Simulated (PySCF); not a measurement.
What settings do to a single point of [La2]−

The sound run of [La2]− (doublet) uses PySCF 2.14.0, UKS TPSS, La def2-SVP with ECP46; non-relativistic Hamiltonian with scalar-relativistic core potentials where named; density fitting; no spin-orbit coupling, grid (50, 194), threshold 1e-8 Eh and 55 cycles, at the relaxed geometry:

```xyz
2

La    0.0000    0.0000    1.4906
La    0.0000    0.0000   -1.4906
```

There La1 has a Mulliken charge of -0.50 e and the dipole about the centre of mass is 0.02 D. Each run below changes one thing and starts from free metal ions and neutral atoms unless it says otherwise; with 55 cycles, smearing, a level shift and second-order steps follow where DIIS fails, and their cycles count. Energy shifts count from the sound run. On f atoms grids over 110 angular points are at least (60, 302).

| change | outcome | cycles | energy shift (eV) | largest force component (eV/Å) | charge on La1 (e) | dipole about the centre of mass (D) |
| --- | --- | --- | --- | --- | --- | --- |
| all coordinates × 0.94 | converged | 22 | 0.0866 | 1.13 | -0.50 | 0.00 |

Question: One further run converged with energy shift (eV) 0.0061, largest force component (eV/Å) 0.09, charge on La1 (e) -0.50, dipole about the centre of mass (D) 0.00. Which change was it?
A. grid (30, 86)
B. start from the bare core Hamiltonian, limit 84 cycles
C. La2 put 0.5 Å from La1, limit 64 cycles

Answer: B.

Question: And the other changes listed?

Answer: 
```tsv
change	outcome	cycles	energy shift (eV)	largest force component (eV/Å)	charge on La1 (e)	dipole about the centre of mass (D)
grid (30, 86)	converged	12	0.0614	0.25	-0.50	0.00
La2 put 0.5 Å from La1, limit 64 cycles	converged	23	1960.95	6520.73	-0.50	0.00
```

Unsound on purpose, so not properties of the compound: La2 put 0.5 Å from La1, limit 64 cycles; start from the bare core Hamiltonian, limit 84 cycles.

Started from ions, an open shell can land on another state than the sound run's, and that then enters the shifts.

Forces carry noise of the integration grid, about 0.01 to 0.03 eV/Å.

The relaxed state isn't the lowest spin state tried at its geometry. No frequency check is given that shows the relaxed geometry to be a minimum. The relaxed state is spin-contaminated (spin squared 1.15 against 0.75). Open shells may have lower solutions than the one found.
